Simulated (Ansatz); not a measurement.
```yaml
crystal:
  periodic: [false, false, false]
  atoms:
    - {symbol: Br, position_ang: [-2.746702, 3.092710, -0.256791]}
    - {symbol: C, position_ang: [-2.557822, 1.214499, -0.178834]}
    - {symbol: C, position_ang: [-3.689922, 0.445650, -0.210998]}
    - {symbol: C, position_ang: [-3.592698, -0.970062, -0.154767]}
    - {symbol: C, position_ang: [-2.372010, -1.579020, -0.068313]}
    - {symbol: C, position_ang: [-1.173098, -0.807869, -0.032735]}
    - {symbol: C, position_ang: [0.081865, -1.418168, 0.055426]}
    - {symbol: C, position_ang: [1.264748, -0.675333, 0.091139]}
    - {symbol: C, position_ang: [2.549794, -1.289268, 0.180800]}
    - {symbol: C, position_ang: [3.687708, -0.529649, 0.213477]}
    - {symbol: C, position_ang: [3.609366, 0.890326, 0.158587]}
    - {symbol: C, position_ang: [2.394877, 1.515472, 0.072260]}
    - {symbol: C, position_ang: [1.184842, 0.760012, 0.035466]}
    - {symbol: C, position_ang: [-0.067878, 1.375413, -0.052760]}
    - {symbol: C, position_ang: [-1.250517, 0.632829, -0.088634]}
    - {symbol: H, position_ang: [-4.667493, 0.924691, -0.280129]}
    - {symbol: H, position_ang: [-4.508534, -1.564549, -0.181830]}
    - {symbol: H, position_ang: [-2.293391, -2.667914, -0.025064]}
    - {symbol: H, position_ang: [0.135448, -2.509542, 0.097373]}
    - {symbol: H, position_ang: [2.607127, -2.379994, 0.222981]}
    - {symbol: H, position_ang: [4.665909, -1.011436, 0.282229]}
    - {symbol: H, position_ang: [4.528358, 1.480528, 0.185819]}
    - {symbol: H, position_ang: [2.331415, 2.605751, 0.029986]}
    - {symbol: H, position_ang: [-0.121391, 2.464922, -0.094700]}
basis:
  gaussian: {orbitals: def2-TZVP}
magnetization: {spin_polarized: true, initial_magnetization: 2}
hamiltonian: {xc: pbe0, dispersion: d4}
scf: {omitted_lower_state_checks: [starts]}
output: {orbitals: {seedname: orbitals}}
```

```sh
$ ansatz run in.yaml --threads 4 --pin off --events-out ev --progress --plain --max-ram 6963MiB
```

(1) Does this run fit into the memory that it is given?

Results:

(1) No. It has 536 basis functions, and Ansatz plans for 10 GiB where 7 GiB are given.
